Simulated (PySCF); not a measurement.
How methods differ on the ionisation energy of Ca

Ca [Ar] 4s2 (1S) → Ca+ [Ar] 4s1 (2S), as a difference of total energies. Computed with PySCF 2.14 in x2c-SVPall (5s3p2d, 24 functions), with scalar relativity by spin-free X2C-1e. Correlated levels: valence: [Ar] frozen. The calculations carry no spin-orbit coupling.

| method | ionisation energy (eV) |
| --- | --- |
| UHF | 5.151 |
| LDA | 6.307 |
| PBE | 6.162 |
| MP2 (valence) | 5.620 |
| SCS-MP2 (valence) | 5.714 |
| CCSD (valence) | 5.881 |

Errors of the correlated levels include the incompleteness of this basis and the frozen core.

With two correlated electrons CCSD is exact in that space.

The coupled-cluster amplitudes are large for Ca (T1 above 0.03 or a double amplitude above 0.15), so a single reference is strained.

**Question.** Which method comes closest to the reference value, and which is furthest?

**Answer.** The reference is 6.113 eV (measured; NIST Atomic Spectra Database, ionization energies). Closest: PBE (error 0.049 eV); furthest: UHF (error -0.962 eV).
